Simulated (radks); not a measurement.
Task: These are the eigenvalues of the occupied orbitals of an atom or ion with whole-number occupations (eV). All-electron calculation, non-relativistic Kohn-Sham, LDA (Slater exchange, Perdew-Wang correlation), spin-unpolarised, spherical densities, point nucleus. Program: a radial shooting solver on a logarithmic mesh with Libxc functionals.

| orbital | eigenvalue |
|---|---|
| 1s | -73532.04 |
| 2s | -12693.16 |
| 2p | -12227.00 |
| 3s | -3350.761 |
| 3p | -3130.436 |
| 3d | -2718.288 |
| 4s | -1079.921 |
| 4p | -984.2322 |
| 4d | -807.9256 |
| 4f | -570.7838 |
| 5s | -494.1977 |

Which element is it, and in what charge state? The configuration may be excited.

Result: Z = 79, gold, charge +20: Au20+ in [Kr] 4d10 4f12 5s1. The list shows which subshells hold electrons but not how many an open one holds; the 1s level, -2702.3 hartree, gives Z - s = 73.5 by -(Z - s)^2/2, which with screening narrows Z to a few neighbours, and the depths of the outer levels then fix element, charge and occupations together.
